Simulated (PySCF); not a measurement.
C₃H₈OSeSi.
SMILES with atom numbers: `[SiH3:1][O:2][C@@H:3]1[CH2:4][CH2:5][Se:6]1` (hydrogens: H7, H8, H9 on Si1; H10 on C3; H11, H12 on C4; H13, H14 on C5)

Cartesian coordinates in Å at the PBE0-D3(BJ)/def2-SVP level; atoms count from 1:
```
atom  x, y, z in Å
Si1   -1.710    1.496    0.415
O2    -0.485    0.358    0.526
C3     0.841    0.655    0.315
C4     1.790   -0.498    0.623
C5     2.944    0.282    1.254
Se6    1.789    1.832    1.653
H7    -1.755    2.075   -0.963
H8    -1.464    2.599    1.393
H9    -2.973    0.777    0.723
H10    1.002    1.099   -0.684
H11    1.294   -1.128    1.375
H12    2.050   -1.129   -0.243
H13    3.405   -0.171    2.141
H14    3.729    0.570    0.540
```

Level of theory: PySCF 2.14.0, PBE0-D3(BJ)/def2-SVP geometry optimisation, gas phase.

Take the most abundant isotopes and a rigid rotor. The values belong to one conformer with, in the numbering `[SiH3:1][O:2][C@@H:3]1[CH2:4][CH2:5][Se:6]1`, Si1–O2–C3–C4 173°, O2–C3–C4–C5 -142°, C3–C4–C5–Se6 20°, C4–C5–Se6–C3 -16°, O2–C3–Se6–C5 134°.

Question: What are A, B and C (MHz)?

Answer: Ia = 142.15, Ib = 431.17, Ic = 550.31 u·Å²; 505379 MHz·u·Å²/I gives A = 3555, B = 1172, C = 918.4 MHz.

Question: Classify the top.

Answer: An asymmetric top: κ = (2 × 1172 − 3555 − 918.4)/(3555 − 918.4) = -0.81.

Question: What does the inertial defect say?

Answer: Not planar: Δ = Ic − Ia − Ib = -23.01 u·Å². For a rigid frame Δ = −2 Σ m c², so Σ m c² = 11.50 u·Å² lies off the ab plane: 8.42 from hydrogen and 3.09 from heavier atoms. The atom farthest from that plane is 1.51 Å away.

Question: List the rotational levels J(Ka,Kc) to J = 2 (MHz).

Answer: Above 0(0,0):
J = 1: 1(0,1) 2090, 1(1,1) 4474, 1(1,0) 4727
J = 2: 2(0,2) 6252, 2(1,2) 8401, 2(1,1) 9162, 2(2,1) 16312, 2(2,0) 16331

Question: Predict some low-J microwave lines.

Answer: The dipole components are |μa| = 0.10 D, |μb| = 1.13 D, |μc| = 0.68 D. Intensities carry the squares of the components, which stand as 0.01 : 1.00 : 0.37 (a : b : c). Some lines, for components of 0.1 D or more:

| type | branch | J(Ka,Kc) | MHz | lower level (cm⁻¹) |
| --- | --- | --- | --- | --- |
| a | Q | 2(1,1) ← 2(1,2) | 761 | 0.280 |
| b | R | 2(0,2) ← 1(1,1) | 1779 | 0.149 |
| c | Q | 2(1,2) ← 2(0,2) | 2149 | 0.209 |
| c | Q | 1(1,1) ← 1(0,1) | 2383 | 0.070 |
| b | Q | 1(1,0) ← 1(0,1) | 2637 | 0.070 |
| b | R | 3(0,3) ← 2(1,2) | 4047 | 0.280 |
| a | R | 2(1,1) ← 1(1,0) | 4435 | 0.158 |
| a | R | 3(1,3) ← 2(1,2) | 5879 | 0.280 |
| a | R | 3(2,2) ← 2(2,1) | 6271 | 0.544 |
| b | R | 2(1,2) ← 1(0,1) | 6310 | 0.070 |
| a | R | 3(1,2) ← 2(1,1) | 6640 | 0.306 |
| c | Q | 3(2,2) ← 3(1,2) | 6781 | 0.527 |
| b | Q | 3(2,1) ← 3(1,2) | 6877 | 0.527 |
| b | Q | 2(2,0) ← 2(1,1) | 7169 | 0.306 |
| b | Q | 2(2,1) ← 2(1,2) | 7911 | 0.280 |
| b | R | 3(1,3) ← 2(0,2) | 8028 | 0.209 |
| b | R | 2(2,1) ← 1(1,0) | 11584 | 0.158 |
| c | R | 2(2,0) ← 1(1,0) | 11603 | 0.158 |
| b | Q | 3(3,1) ← 3(2,2) | 12562 | 0.753 |
| c | R | 3(2,1) ← 2(1,1) | 13516 | 0.306 |
| c | R | 3(2,2) ← 2(1,2) | 14182 | 0.280 |
| b | R | 3(2,1) ← 2(1,2) | 14277 | 0.280 |
| c | R | 3(3,1) ← 2(2,1) | 18833 | 0.544 |

No frequency check. These are rigid-rotor constants of the computed structure; measured ground-state constants (B0) also hold zero-point vibration. A rigid rotor knows nothing of internal rotation, which can split or shift real lines.
